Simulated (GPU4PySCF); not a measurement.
pyrene (C16H10), SMILES c1cc2ccc3cccc4ccc(c1)c2c34.

Coordinates come from a ωB97X-D3(BJ)/def2-TZVP optimisation.

Computed with M06-2X/def2-TZVPD run with GPU4PySCF.

Gas-phase values at a fixed geometry.

```json
{
 "total_energy": "-615.73146 hartree",
 "point_group": "D2h",
 "highest_occupied_level": "-6.80 eV",
 "lowest_empty_level": "-0.98 eV",
 "orbital_gap": "5.81 eV",
 "dipole_moment": "0.00 D",
 "quadrupole, principal values (traceless, Buckingham form, about the centre of nuclear charge)": "-19.11, 9.30, 9.81 D·Å",
 "mean_static_polarisability": "192.3 bohr³ (28.49 Å³)",
 "polarisability_principal_values": "91.3, 205.2, 280.3 bohr³"
}
```
